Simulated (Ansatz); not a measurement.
Mg₂S₂⁺, relaxed as a quartet with UKS PBE0-D4/def2-TZVP in Ansatz, starting from the PBE0-D4/def2-TZVP geometry of the charge +1 doublet. Force threshold 0.02 eV/Å.

At PBE0-D4/def2-TZVP a doublet of charge 1 lies 0.94 eV below the quartet, each at its own geometry. The structure comes from a short search, and lower isomers may exist.

Start:

Cartesian coordinates in Å:
```
Mg 0.573 1.870 0.288
Mg 0.215 -1.877 -0.580
S -0.768 0.274 -0.867
S -0.020 -0.267 1.160
```

(1) Estimate the energy that the relaxation releases and the steps that it takes.

(2) Does the start keep its bonding and symmetry?

(3) Predict the relaxed structure.

Answers

(1) 95.8 kJ/mol, in 6 steps; 12 s on 4 threads of Arm Neoverse V2 on a shared host. The force fell under the threshold at step 5, but the optimiser went on. No frequencies were taken in this run, so the end may be a saddle point.

(2) By distances, no bond broke or formed. The bond that changes most is Mg1–S4, from 2.38 to 2.63 Å (atoms count from 1). Point group C2v at the start, D2h at the end, both within 0.05 Å; within 0.015 Å the end is C2v.

(3) 
```xyz
4

Mg    0.2463    2.3534    0.5375
Mg   -0.2028   -2.3538   -0.5537
S    -0.3596    0.2457   -0.9078
S     0.3161   -0.2453    0.9239
```
Bond lengths (bridged metal pairs left out): 4 × Mg–S 2.63 Å; 1 × S–S 2.01 Å.
